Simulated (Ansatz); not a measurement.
CH$_{6}$BFOSi, SMILES `B[Si](C)(O)F`. Total charge 0; spin multiplicity 1.

| atom | x (Å) | y (Å) | z (Å) |
| --- | --- | --- | --- |
| B1 | 0.864 | 1.595 | 0.704 |
| Si2 | -0.165 | -0.118 | 0.469 |
| C3 | 0.164 | -0.962 | -1.156 |
| O4 | -1.746 | 0.283 | 0.664 |
| F5 | 0.215 | -1.198 | 1.602 |
| H6 | 1.759 | 1.712 | 1.488 |
| H7 | 0.611 | 2.541 | 0.017 |
| H8 | -0.114 | -0.319 | -1.993 |
| H9 | 1.221 | -1.223 | -1.259 |
| H10 | -0.413 | -1.889 | -1.230 |
| H11 | -2.397 | -0.421 | 0.694 |

Q: List the harmonic frequencies (cm⁻¹, unscaled) at PBE0-D4/def2-TZVP in Ansatz. (Estimate.)

A: Ansatz gave: 53, 146, 162, 182, 210, 236, 302, 339, 595, 628, 695, 755, 769, 817, 899, 908, 941, 1174, 1276, 1442, 1447, 2591, 2675, 3045, 3126, 3139, 3912.

Q: Is this a minimum?

A: Yes, all 27 modes are real.

Q: Give the ideal-gas thermochemistry at 298.15 K and 1 bar (rigid rotor, harmonic oscillator; point group C1, symmetry number 1).

A: Zero-point energy 194.2 kJ/mol; H(298) − E = 218.3 kJ/mol; entropy 364.2 J/(mol·K), of which translation 165.2, rotation 110.6, vibration 88.4; G(298) − E = 109.7 kJ/mol. Modes under 100 cm⁻¹ are hindered rotations or soft bends, so the harmonic entropy is rough.
